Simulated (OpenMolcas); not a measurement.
Tm2+ with its 8 nearest fluoride ions at 2.545 Å, on the Ba site of BaF2 (a = 6.2001 Å, distance in the model lattice 2.685 Å). The rest of the host is ab initio model potentials to 7.6 Å and point charges beyond; the distance is set by hand and nothing relaxes. Ligand basis ANO-RCC-VDZP.

- Program: OpenMolcas
- Method: SS-CASPT2, IPEA 0.25 Eh, imaginary shift 0.1 Eh (closed shells correlated: 5s 5p and the ligand valence shells)
- Basis: ANO-RCC-VDZP [7s6p4d2f1g]
- Scalar Hamiltonian: DKH2, point nucleus
- Active space: 13 electrons in 7 orbitals (4f)
- State averaging: 2S+1 = 2 odd, 7 roots
- Spin-orbit coupling: RASSI with atomic mean-field integrals over the reference wave functions

Problem. What is the spin-free ground state (labels of O, the rotations of Oh)?

Solution. 2A2, 1-fold in its orbital part; it has the highest spin that f13 allows.

Problem. Where is the first state of the same spin?

Solution. 2T2 at 380 cm-1 above the ground state.

Problem. What are the lowest two levels with spin-orbit coupling?

Solution. A 2-fold level Γ7 with g = 3.45, 3.45, 3.45, then a 4-fold level Γ8 250 cm-1 above it. Their leading multiplicities are 2 (100 %) and 2 (100 %).

Problem. What is χT at 300 K, and how does it compare with the textbook value?

Solution. Hund's rules give f13 the level 2F7/2 with g = 1.143, so an isolated free-ion multiplet has χT = g² J(J+1) / 8 = 2.571 cm3 K/mol. The computed 2.461 at 300 K differs by -4 %, through the field's splitting, the mixing of terms and any other multiplet in reach.

Roots that are degenerate in the reference are averaged as groups; the widest CASPT2 spread within a group is 19 cm-1 (the 3-fold group of multiplicity 2 near 380 cm-1 above the lowest state of its run). Shifts and gaps below about the spread of the groups concerned are not significant. Over all roots computed the reference weight is 0.64; a low but even weight reflects the number of correlated electrons. Splittings of an f shell from a small cluster at a set distance can be off by tens of per cent, mostly too small. No measured value stands beside these numbers; the geometry was set by hand and not optimised.
